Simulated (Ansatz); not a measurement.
Ansatz (an electronic-structure program) input (CCSD(T)/6-31G*):

Ansatz 0.2 input:
```yaml
crystal:
  periodic: [false, false, false]
  atoms:
    - {symbol: C, position_ang: [2.94221245, 0.59951486, -0.22621355]}
    - {symbol: C, position_ang: [2.25999723, -0.77323867, -0.09438751]}
    - {symbol: C, position_ang: [1.21942471, -0.82111382, 0.96964766]}
    - {symbol: C, position_ang: [-0.22832096, -0.96955145, 0.66128513]}
    - {symbol: C, position_ang: [-0.86345207, 0.30132387, 0.05724375]}
    - {symbol: C, position_ang: [-2.33495867, 0.10806597, -0.27814118]}
    - {symbol: O, position_ang: [-2.95200825, 1.28724745, -0.78409585]}
    - {symbol: H, position_ang: [2.21793219, 1.37328332, -0.48633969]}
    - {symbol: H, position_ang: [3.41268976, 0.88949472, 0.71531937]}
    - {symbol: H, position_ang: [3.71542138, 0.58051874, -0.99756031]}
    - {symbol: H, position_ang: [1.81734488, -1.05201025, -1.05579387]}
    - {symbol: H, position_ang: [3.03922199, -1.51985083, 0.10958642]}
    - {symbol: H, position_ang: [1.52033001, -0.59694683, 1.98718774]}
    - {symbol: H, position_ang: [-0.78120258, -1.23964608, 1.56525727]}
    - {symbol: H, position_ang: [-0.37222025, -1.79151662, -0.05272865]}
    - {symbol: H, position_ang: [-0.76126507, 1.13534678, 0.75552475]}
    - {symbol: H, position_ang: [-0.31902824, 0.57889712, -0.85214659]}
    - {symbol: H, position_ang: [-2.89532945, -0.14857761, 0.62282761]}
    - {symbol: H, position_ang: [-2.45205495, -0.72514251, -0.98389557]}
    - {symbol: H, position_ang: [-2.49518971, 1.54816575, -1.59107750]}
basis:
  gaussian:
    orbitals: 6-31G*
magnetization: {spin_polarized: true, initial_magnetization: 1}
correlation: {method: ccsd_t, electrons: outside_noble_gas}
```

End of the output:

```
integrals: 0.49 GiB planned
1412 factors; integrals over basis functions are off by at most 6.5e-4 eV
0.60 GiB of device memory are held for the factors and their scratch space
mean field: 0.80 GiB planned
mean field evaluation 1: about -8419.7490 eV, gradient 2.8e1 eV
mean field evaluation 2: about -8419.7492 eV, gradient 2.8e1 eV
mean field evaluation 4: about -8424.0832 eV, gradient 3.9e0 eV
mean field evaluation 8: about -8424.1883 eV, gradient 1.9e-1 eV
mean field evaluation 16: about -8424.1805 eV, gradient 9.5e-1 eV
mean field -8424.18894023 eV, -309.5832334332 hartree, gradient 2.2e-6 eV, S^2 0.764221; 0 other end points of the search recorded, 0 dependent functions left out
7 core orbitals not correlated
reference -8424.18894023 eV, -309.5832334332 hartree; 22, 21 occupied and 102, 103 virtual orbitals, 1412 factors
second order -25.54753272 eV of doubles, -0.00000000 eV of singles
coupled cluster: 3.67 GiB planned
cycle   1  -26.86325399 eV  change    -1.3e0 eV  update   1.1e-1
cycle   2  -27.60009933 eV  change   -7.4e-1 eV  update   3.2e-2
cycle   3  -27.74033271 eV  change   -1.4e-1 eV  update   1.4e-2
cycle   4  -27.74726840 eV  change   -6.9e-3 eV  update   4.5e-3
cycle   5  -27.74686857 eV  change    4.0e-4 eV  update   2.2e-3
cycle   6  -27.74693679 eV  change   -6.8e-5 eV  update   8.3e-4
cycle   7  -27.74678605 eV  change    1.5e-4 eV  update   3.3e-4
cycle   8  -27.74673185 eV  change    5.4e-5 eV  update   1.0e-4
cycle   9  -27.74674389 eV  change   -1.2e-5 eV  update   4.2e-5
perturbative correction -0.76864625 eV, -0.0282472287 hartree
Total energy: -8452.70433037 eV, -310.6311546922 hartree
```

It need not be the lowest isomer of its formula.
